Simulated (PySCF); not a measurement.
Computed shifts of a molecule C4H6O2, B3LYP/pcSseg-1 in PySCF, GIAO, gas phase, equivalent atoms averaged, in ppm (number of nuclei): ¹³C: 174.8 (1), 142.9 (1), 138.9 (1), 55.9 (1). ¹H: 7.11 (1), 6.40 (1), 6.26 (1), 4.02 (3). References: ¹³C against TMS (σ = 181.3 ppm); ¹⁷O against H2O (σ = 333.8 ppm); ¹H against TMS (σ = 31.68 ppm), references at their B3LYP-D3(BJ)/def2-TZVP geometries, non-relativistic. Geometry optimised at B3LYP-D3(BJ)/def2-SVP. The values are those of a single conformer.

Q: Which structure fits?
A) CC1=COCO1
B) C=CC(=O)OC
C) COC1=COC1
D) CO[C@@H]1C=CO1

A: B, C=CC(=O)OC
